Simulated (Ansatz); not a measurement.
These are Ansatz (a first-principles code) with frozen-core CCSD(T)/cc-pVTZ // TPSSh-D3(BJ)/def2-TZVP values and carry that method's errors.

Ansatz 0.2 input:
```yaml
crystal:
  periodic: [false, false, false]
  atoms:
    - { symbol: Cl, position_ang: [-0.027016, 2.081957, -0.004224] }
    - { symbol: Al, position_ang: [0.01191, 0.004849, -0.001048] }
    - { symbol: Br, position_ang: [-1.90345, -1.14315, 0.013362] }
    - { symbol: Br, position_ang: [1.973492, -1.063251, -0.007627] }
basis:
  gaussian: { orbitals: cc-pVTZ }
correlation:
  method: ccsd_t
```

Output:

```
Functional definition: HF
985 factors; integrals over basis functions are off by at most 1.2e-3 eV
mean field evaluation 1: about -159092.8143 eV, gradient 1.8e1 eV
mean field evaluation 2: about -159092.9595 eV, gradient 1.8e1 eV
mean field evaluation 4: about -159094.0923 eV, gradient 1.5e0 eV
mean field evaluation 8: about -159094.1175 eV, gradient 3.7e-5 eV
mean field evaluation 16: about -159093.8453 eV, gradient 1.4e0 eV
mean field -159094.11750322 eV, -5846.6009803774 hartree, gradient 6.1e-6 eV, S^2 0.000000; 0 other end points of the search recorded, 0 dependent functions left out
28 core orbitals not correlated
reference -159094.11750322 eV, -5846.6009803774 hartree; 22, 22 occupied and 104, 104 virtual orbitals, 985 factors
second order -18.93626545 eV of doubles, -0.00000000 eV of singles
cycle   1  -19.41337584 eV  change   -4.8e-1 eV  update   7.9e-2
cycle   2  -19.80319946 eV  change   -3.9e-1 eV  update   2.1e-2
cycle   3  -19.85755919 eV  change   -5.4e-2 eV  update   1.0e-2
cycle   4  -19.84575299 eV  change    1.2e-2 eV  update   2.5e-3
cycle   5  -19.84594351 eV  change   -1.9e-4 eV  update   9.0e-4
cycle   6  -19.84580009 eV  change    1.4e-4 eV  update   2.2e-4
cycle   7  -19.84568525 eV  change    1.1e-4 eV  update   6.9e-5
cycle   8  -19.84572233 eV  change   -3.7e-5 eV  update   2.0e-5
perturbative correction -0.79664309 eV, -0.0292760935 hartree
Total energy: -159114.75986864 eV, -5847.3595733146 hartree
```

Cost: roughly 60 core-seconds.
